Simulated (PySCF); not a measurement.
# Exercise with solution: oscillator strength and radiative lifetime

Se(I)(SH) (HISSe), SMILES I[Se]S.

Coordinates come from a PBE0-D3(BJ)/def2-SVP optimisation. The def2 effective core potentials stand for the cores of I; spin–orbit coupling is left out. Other conformers were not sampled.

TDA-ωB97X/def2-SVPD run with PySCF 2.14.0 puts the first singlet state with f over 0.02 at 4.64 eV (vertical), with the transition dipole (0.766, 0.352, -0.363) in atomic units.

**Question.** Find the oscillator strength, the wavelength and the radiative lifetime that this transition would have in vacuum if emission retraced absorption.

**Answer.** 
|μ|² = 0.8424 au, so |μ| = 2.33 D. ΔE = 4.64/27.211 = 0.1705 hartree. f = (2/3) ΔE |μ|² = 0.096 (the program prints 0.096).
λ = 1239.84/4.64 = 267 nm; ν = 37424 cm⁻¹.
Einstein's coefficient A = 0.6670 ν² f s⁻¹ (ν in cm⁻¹) = 8.9e7 s⁻¹, so τ = 1/A = 11 ns. This state is S5; the lower singlets have f = 0.001, 0.004, 0.001, 0.010. The figure is the radiative limit of this one transition; relaxation, internal conversion, crossing to triplets and a medium change what is measured.
